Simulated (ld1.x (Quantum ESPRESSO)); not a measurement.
## Reading a pseudo-wave (cadmium (Cd))

Columns: radius, all-electron u(r) and pseudo u(r) of the 5s shell (level -12.35 eV) of cadmium in the configuration [Kr] 4d10 5s1 5p0; PBE, non-relativistic, TM scheme, ld1.x (Quantum ESPRESSO) 7.5.

```json
{"r (bohr)": "0.148", "all-electron": "-0.0310", "pseudo": "0.0627"}
{"r (bohr)": "0.295", "all-electron": "0.1960", "pseudo": "0.1159"}
{"r (bohr)": "0.443", "all-electron": "-0.0291", "pseudo": "0.1536"}
{"r (bohr)": "0.590", "all-electron": "-0.2547", "pseudo": "0.1737"}
{"r (bohr)": "0.738", "all-electron": "-0.3118", "pseudo": "0.1819"}
{"r (bohr)": "0.885", "all-electron": "-0.2302", "pseudo": "0.1882"}
{"r (bohr)": "1.033", "all-electron": "-0.0782", "pseudo": "0.2040"}
{"r (bohr)": "1.180", "all-electron": "0.0903", "pseudo": "0.2393"}
{"r (bohr)": "1.328", "all-electron": "0.2487", "pseudo": "0.3027"}
{"r (bohr)": "1.475", "all-electron": "0.3822", "pseudo": "0.3920"}
{"r (bohr)": "1.623", "all-electron": "0.4889", "pseudo": "0.4892"}
{"r (bohr)": "1.770", "all-electron": "0.5681", "pseudo": "0.5681"}
{"r (bohr)": "1.918", "all-electron": "0.6237", "pseudo": "0.6237"}
{"r (bohr)": "2.065", "all-electron": "0.6584", "pseudo": "0.6584"}
{"r (bohr)": "2.213", "all-electron": "0.6760", "pseudo": "0.6760"}
{"r (bohr)": "2.360", "all-electron": "0.6797", "pseudo": "0.6797"}
{"r (bohr)": "2.508", "all-electron": "0.6723", "pseudo": "0.6723"}
{"r (bohr)": "2.655", "all-electron": "0.6564", "pseudo": "0.6564"}
{"r (bohr)": "2.802", "all-electron": "0.6341", "pseudo": "0.6341"}
{"r (bohr)": "2.950", "all-electron": "0.6070", "pseudo": "0.6070"}
{"r (bohr)": "3.098", "all-electron": "0.5766", "pseudo": "0.5766"}
{"r (bohr)": "3.245", "all-electron": "0.5444", "pseudo": "0.5444"}
{"r (bohr)": "3.393", "all-electron": "0.5109", "pseudo": "0.5109"}
{"r (bohr)": "3.540", "all-electron": "0.4774", "pseudo": "0.4774"}
{"r (bohr)": "3.688", "all-electron": "0.4439", "pseudo": "0.4439"}
{"r (bohr)": "3.835", "all-electron": "0.4115", "pseudo": "0.4115"}
```

(1) How many radial nodes do the two functions have?

(2) At about which radius was the pseudo-wave matched?

(3) Is the pseudo-wave norm-conserving?

Answers

(1) The all-electron 5s function has n − l − 1 = 4 (the table is too coarse to show those close to the nucleus); the pseudo-wave has 0, since the states of the same l below it are removed with the core.

(2) 1.75 bohr, where the columns begin to agree (steps of 0.15 bohr).

(3) Yes: the TM scheme keeps the norm inside the radius equal to the all-electron one, which fixes the energy derivative of the logarithmic derivative at the level.
